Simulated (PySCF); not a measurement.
One molecule, one basis, several functionals.

Species: CH6GeO2Si.
Z-matrix (Å and degrees, PBE0-D3(BJ)/def2-SVP geometry), rows numbered from 1:
```
O 
C   1  1.2012
Ge  2  1.9993  1  120.42
O   3  1.7773  2  107.84  1   179.29
Si  4  1.6567  3  138.48  2   -85.68
H   2  1.1256  1  121.26  3  -179.74
H   3  1.5347  2  110.29  1   -64.40
H   3  1.5405  2  109.89  1    59.64
H   5  1.4974  4  110.77  3    66.85
H   5  1.4903  4  108.39  3  -173.46
H   5  1.4967  4  110.91  3   -53.25
```

PySCF, def2-SVPD basis, density fitting, gas phase, PBE0-D3(BJ)/def2-SVP geometry; singlet excitations by full TDDFT with frozen cores, triplets by Tamm–Dancoff TDDFT and ionisation energies by ΔSCF, from the lowest of the holes tried. One functional is left out:

```tsv
functional	exact exchange (%)	HOMO energy (eV)	LUMO energy (eV)	lowest singlet excitation (eV)	lowest triplet excitation (eV)	dipole moment (D)	mean polarisability (au)	vertical ionisation energy (eV)
LDA	0	-6.02	-3.31	3.01	2.46	1.134	81.9	9.04
PBE	0	-5.90	-3.07	3.10	2.46	1.064	80.2	8.92
PBE0	25	-7.29	-1.90	3.26	2.56	1.262	76.0	9.37
BHandHLYP	50	-8.66	-0.70	3.40	2.74	1.490	72.8	9.57
```

Predict the row of B3LYP (20 % exact exchange) by straight lines through the other rows, and check it.

```tsv
property	line	computed	computed − line	PBE0 (25 %), for comparison
HOMO energy (eV)	-7.03	-7.09	-0.06	-7.29
LUMO energy (eV)	-2.18	-2.17	+0.01	-1.90
lowest singlet excitation (eV)	3.20	3.25	+0.05	3.26
lowest triplet excitation (eV)	2.56	2.61	+0.05	2.56
dipole moment (D)	1.247	1.273	+0.026	1.262
mean polarisability (au)	77.5	76.8	-0.7	76.0
vertical ionisation energy (eV)	9.24	9.37	+0.13	9.37
```
